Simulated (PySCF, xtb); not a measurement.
Mo(O)(S)(F)(NH2) (FH₂MoNOS), SMILES [NH2][Mo](=[O])([F])=[S], multiplicity 1.

xtb with GFN2-xTB at its own geometry gives an orbital gap of 2.60 eV and a dipole moment of 5.83 D.

Coordinates come from a B3LYP-D3(BJ)/def2-SVP optimisation. The multiplicity is an assumed one; no other spin state was optimised. The structure was generated by enumeration; whether it is a known compound was not checked. The def2 effective core potentials stand for the cores of Mo; spin–orbit coupling is left out. Other conformers were not sampled.

**Question.** What does PBE/def2-TZVP in PySCF give? (Estimate from the structure and the level; the computed values follow.)

**Answer.** gap 2.87 eV (levels -6.60 and -3.74 eV), dipole 3.68 D.
